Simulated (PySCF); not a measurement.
**How the method moves the HOMO and LUMO of `FS(F)(F)(F)(F)F`**

SF6.
Geometry (PBE0-D3(BJ)/def2-SVP, Å), atoms numbered from 1 in this order:
```xyz
7
SF6 angstrom
F      0.7482    0.8901   -0.9563
S      0.0005    0.0022    0.1170
F     -1.0538   -0.4307   -0.9784
F     -0.9091    1.2362    0.5036
F      0.9102   -1.2318   -0.2698
F     -0.7482   -0.8864    1.1891
F      1.0540    0.4349    1.2133
```

Basis pcSseg-2 throughout (PySCF), one geometry. Isolated species at its PBE0-D3(BJ)/def2-SVP geometry, gas phase.

How do the orbital energies and the gap change with the method?

| method | kind | HOMO (eV) | LUMO (eV) | gap (eV) | SCF cycles |
| --- | --- | --- | --- | --- | --- |
| OPBE | GGA | -10.16 | -2.81 | 7.35 | 13 |
| KT2 | GGA | -10.51 | -3.23 | 7.28 | 15 |
| KT3 | GGA | -10.51 | -3.18 | 7.33 | 15 |
| B97-2 | global hybrid | -12.18 | -1.93 | 10.25 | 12 |
| PBE0 | global hybrid | -12.53 | -1.77 | 10.76 | 12 |
| wB97X-D | range-separated hybrid | -14.50 | 0.18 | 14.68 | 12 |
| BHandHLYP | global hybrid | -14.84 | -0.47 | 14.37 | 12 |

The HOMO spans 4.68 eV, from OPBE down to BHandHLYP, and the gap runs from 7.28 eV (KT2) to 14.68 eV (wB97X-D). Over the methods OPBE (0 %), KT2 (0 %), KT3 (0 %), B97-2 (21 %), PBE0 (25 %), BHandHLYP (50 %), a straight line through the gap against the share of exact exchange rises by 1.41 eV for each 10 % (correlation coefficient 1.000). The dipole is below 0.03 D at every level.

The vertical ΔSCF ionisation energy at CAM-B3LYP/def2-SVPD is 15.62 eV; −ε(HOMO) comes closest to it with BHandHLYP (14.84 eV).
